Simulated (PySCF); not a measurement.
# Spinor energies of Ga (gallium, neutral)

Start: [Ar] 3d10 4s2 4p1; 4p1/2 filled at m_j = +1/2. Calculated with PySCF 2.14 in x2c-TZVPall-2c: generalised Hartree-Fock with the X2C-1e Hamiltonian and a Gaussian nucleus; one run each with spin-orbit coupling (SO) switched off, then screened by Boettger's factors.

```tsv
spinor shell	electrons	ε, spin-free (eV)	ε, screened SO (eV)	weight of nominal j (screened SO)	rms radius, screened SO (bohr)
1s1/2	2	-10441.4	-10441.1	1.000	0.0560
2s1/2	2	-1341.1	-1341.0	1.000	0.235
2p1/2	2	-1162.9	-1181.9	1.000	0.209
2p3/2	4	-1162.9	-1153.7	1.000	0.212
3s1/2	2	-178.95	-178.89	1.000	0.698
3p1/2	2	-123.00	-125.64	1.000	0.730
3p3/2	4	-123.00	-121.64	1.000	0.741
3d3/2	4	-31.608	-31.872	0.998	0.897
3d5/2	6	-31.608	-31.337	0.999	0.899
4s1/2	2	-11.805	-11.775	0.996	2.65
4p1/2	1	-5.855	-5.922	0.954	3.59
```

| quantity | spin-free | screened SO |
| --- | --- | --- |
| E (hartree) | -1942.13675 | -1942.20215 |
| M_J | 1/2 | 1/2 |
| ⟨J²⟩ | 1.072 | 0.906 |
| ⟨L²⟩ | 2.051 | 2.053 |
| ⟨S²⟩ | 0.767 | 0.769 |

⟨J²⟩ departs a little from M_J(M_J + 1) because the unrestricted spinors polarise the closed shells.

Without spin-orbit coupling the j labels of p, d and f shells carry no meaning; the spin-free column gives the mean over the occupied spinors of each nl shell, and its ⟨J²⟩ belongs to a mixture of degenerate components.
